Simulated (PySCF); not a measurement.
Computed IR spectrum (relative IR intensity) of a molecule C2H6BFO. The structure is a stationary point at PBE-D3(BJ)/def2-SVP. The values are those of a single conformer. Calculation: PySCF 2.14.0 with PBE-D3(BJ)/def2-SVP. Frequencies are harmonic and unscaled.

Lines under 2 % of the strongest are left out, and lines within 2 cm⁻¹ are merged.

| ν (cm⁻¹) | relative intensity |
|---|---|
| 444 | 3.6 |
| 599 | 5.6 |
| 828 | 2.7 |
| 870 | 21 |
| 1001 | 7.8 |
| 1069 | 5.1 |
| 1083 | 2.9 |
| 1134 | 13 |
| 1178 | 67 |
| 1270 | 8.2 |
| 1322 | 34 |
| 1353 | 49 |
| 1407 | 21 |
| 1415 | 43 |
| 1426 | 15 |
| 1469 | 100 |
| 2604 | 83 |
| 2978 | 5.1 |
| 2980 | 19 |
| 3034 | 5.8 |
| 3073 | 9.9 |
| 3078 | 8.8 |

Task: Which molecule gave these data?
(A) CB(F)CO
(B) CCB(O)F
(C) COB(C)F
(D) CCOBF

Result: D, CCOBF
